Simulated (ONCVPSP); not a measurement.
**Which setting gave this result? (tin (Sn), ONCV)**

Base potential:

- Element: tin
- Generator: ONCVPSP 4.0.1
- Type: optimised norm-conserving Vanderbilt (ONCV)
- Functional: PBEsol
- Relativity: scalar-relativistic
- Frozen core: [Ar] 3d10
- Valence charge: 22
- Reference configuration: 4s2 4p6 4d10 5s2 5p1 (charge +1)
- Partial waves: 4s+5s: rc 1.55 bohr, ncon 3, nbas 7, qcut 10.2 1/bohr, 2 projectors; 4p+5p: rc 1.75 bohr, ncon 4, nbas 7, qcut 9.6 1/bohr, 2 projectors; 4d: rc 1.05 bohr, ncon 4, nbas 8, qcut 7.8 1/bohr, local
- Local potential: the d channel
- Core correction: Teter function, fcfact 4.5, rcfact 1.3

Cutoffs, loose and tight: the cutoffs (Ha) at which the residual kinetic energy of the hardest occupied pseudo-wave falls to 1 and 0.1 mHa per electron. They do not see the model core or the augmentation charge, which bear on the density cutoff. Test errors are all-electron minus pseudo excitation energies from the reference, over the configurations 4s2 4p6 4d10 5s2 5p2; 4s2 4p6 4d10 5s2 5p0; 4s2 4p6 4d10 5s1 5p0; 4s2 4p6 4d9 5s2 5p2; variants that change the core or the reference have their own tests.

Only the d radius is moved:

| d radius (bohr) | cutoff, loose | cutoff, tight | bound ghosts | largest test error (meV) |
| --- | --- | --- | --- | --- |
| 0.8 | 322 Ha | 380 Ha | none | -11 |
| 1.08 | 153 Ha | 199 Ha | none | -12 |
| 1.22 | 103 Ha | 158 Ha | none | -13 |
| 1.38 | 50 Ha | 119 Ha | p | -14 |
| 1.54 | 31 Ha | 89 Ha | p | +206 |

Problem. One more run gave cutoff, loose: 161 Ha; cutoff, tight: 260 Ha; bound ghosts: none; largest test error (meV): -12. Which value of the d radius was used?

Solution. 0.94 bohr. The loose cutoff moves one way along this sweep, from 322 Ha at 0.8 to 31 Ha at 1.54 bohr, which places the run between 0.8 and 1.08 bohr.
